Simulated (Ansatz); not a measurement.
Cost and result up the ladder for Pb₃O₂ (5 atoms). The state is a singlet with charge 0. Geometry: PBE-D4/def2-SVP.

```tsv
atom	x (Å)	y (Å)	z (Å)
Pb1	-0.821	1.769	-0.195
Pb2	-0.710	-2.104	-0.425
Pb3	2.016	-0.711	0.733
O4	1.115	1.216	0.520
O5	-1.601	-0.171	-0.633
```

Ansatz on 4 threads of Arm Neoverse V1 on a shared host. Times are rough, and most runs start from the orbitals of an earlier one. No level here is sound enough to serve as a yardstick. Binding counts from free atoms at the same level (Pb triplet, O triplet; other spins of the atoms weren't run), without zero-point energy or a counterpoise term.

In the def2 sets Pb takes a core potential; there is no spin–orbit coupling. B3LYP takes the VWN-RPA correlation. Correlated methods freeze 14 core orbitals; core or outer-core shells of Pb are correlated, in sets that lack core-valence functions. The rows differ in basis, and correlated rows in double-zeta sets carry the largest basis error. Another isomer (singlet) lies 0.59 eV lower at PBE0-D4/def2-TZVP; other spin states weren't run for this one.

Correlated methods converge slowly with the basis, most of all in double-zeta sets.

| level | functions | wall time | binding energy per atom (eV) | remarks |
| --- | --- | --- | --- | --- |
| PBE-D4/def2-TZVP (with forces) | 212 | 3.4 s | 3.17 | restricted SCF unstable in HF |
| B3LYP-D4/def2-TZVP | 212 | 4.4 s | 2.92 | restricted SCF unstable in HF |
| r2SCAN-D4/def2-TZVP | 212 | 6 s | 2.91 | restricted SCF unstable in HF |
| PBE0-D4/def2-TZVP | 212 | 6.5 s | 2.82 | restricted SCF unstable in HF |
| r2SCAN0-D4/def2-TZVP | 212 | 7.5 s | 2.63 | restricted SCF unstable in HF |
| CCSD(T)/def2-SVP | 106 | 20 s | 2.46 | large T1 (0.025), restricted SCF unstable |
